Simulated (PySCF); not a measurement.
Unknowns

Theory: geometry: GFN2-xTB, PBE0/pcSseg-1 with gauge-including orbitals, in PySCF 2.14.0 with density-fitted response routines (relativity neglected, one averaged value for each set of equivalent atoms, one computed conformer, no solvent).

Chemical shifts δ = σref − σ; TMS for 1H (31.72 ppm), 13C (186.93 ppm), all at this level. Splittings of carbon signals by F and P are missing where no couplings were computed. Where no couplings were computed, multiplicities follow the n + 1 count of equivalent neighbours, and m marks all less simple cases (inequivalent or close neighbours, rings, F or P nearby). Shifts are as computed. Against solution values, carbons near 30 ppm lie about +3 ppm off and those near 130 ppm about +5 ppm. Of 1309 compounds with measured shifts, 239 miss one by over three times the rms of a fit or turn the order of signals round; such compounds aren't used in these exercises. OH and NH positions are gas-phase values without hydrogen bonding to other molecules.

**Question.** C$_{4}$H$_{11}$NOSi$_{2}$. 1H NMR (500 MHz, computed): δ 5.32 (m, 1H), 5.24 (q, 1H), 5.18 (m, 1H), 2.84 (s, 3H), 1.99 (m, 1H), 0.15 (d, 3H), 0.14 (br s, 1H). 13C{1H} NMR (computed): δ 102.2 (CH), 90.5 (C), 29.8 (CH3), 0.3 (CH3). Identify the compound.

**Answer.** `C#C[SiH2]O[Si@@H](C)NC`. The formula gives 2 degrees of unsaturation (no ring in the answer). 4 carbon signals for 4 carbons: no two carbons are equivalent. Carbon types of the structure: 1 × C, 1 × CH, 2 × CH3, leaving 4 H on heteroatoms. δC 102.2: terminal alkyne carbon; the triple bond shields along its axis, which puts it between sp3 and sp2 carbons. δC 90.5: alkyne carbon; the triple bond shields along its axis, which puts it between sp3 and sp2 carbons. δC 0.3: methyl carbon bonded to Si; an electropositive neighbour leaves it electron-rich and shielded. δH 0.14: hydrogen on a nitrogen bonded to C, Si; labile proton, position sensitive to the medium.

This is the structure that produced the data.

**Question.** C$_{3}$H$_{9}$F$_{3}$OSi$_{2}$. 1H NMR (300 MHz, computed): δ 5.18 (m, 1H), 5.01 (m, 1H), 4.11 (d, 3H), 3.80 (s, 3H), 1.70 (m, 1H). 13C{1H} NMR (computed): δ 138.0 (C), 54.1 (CH3), 19.1 (CH). Identify the compound.

**Answer.** SMILES CO[SiH2][C@@H]([SiH3])C(F)(F)F. Rings plus π bonds: 0. 3 carbon signals for 3 carbons: no two carbons are equivalent. Carbon types of the structure: 1 × C, 1 × CH, 1 × CH3, leaving 5 H on heteroatoms. δC 138.0: CF3 carbon; 3 electronegative neighbours deshield it. δC 54.1: methyl carbon bonded to O; pulled downfield by the heteroatom. δC 19.1: sp3 CH bonded to 2 Si. δH 3.80: hydrogen on a methyl carbon bonded to O; its carbon carries O, which withdraws density.

This is the structure that produced the data.

**Question.** C$_{7}$H$_{13}$NSi. 1H NMR (500 MHz, computed): δ 5.91 (t, 1H), 5.89 (br s, 1H), 5.29 (br s, 1H), 4.93 (t, 2H), 2.66 (m, 2H), 2.63 (m, 2H), 2.07 (m, 2H), 0.14 (br s, 2H). 13C{1H} NMR (computed): δ 155.4 (C), 142.4 (C), 132.9 (CH), 114.9 (CH2), 28.2 (CH2), 28.0 (CH2), 20.9 (CH2). What is it?

**Answer.** `C=C1CC/C1=C/C[SiH2]N`. Rings plus π bonds: 3 (1 ring in the answer). 7 carbon signals for 7 carbons: no two carbons are equivalent. Carbon types of the structure: 2 × C, 1 × CH, 4 × CH2, leaving 4 H on heteroatoms. δC 155.4, 142.4: fully substituted alkene carbon; as expected for a trigonal carbon in a double bond. δC 132.9: alkene CH; the olefinic region. δC 114.9: terminal =CH2 carbon; the olefinic region. δH 0.14: hydrogen on a nitrogen bonded to Si; labile proton, position sensitive to the medium.

The shifts were computed for this structure.
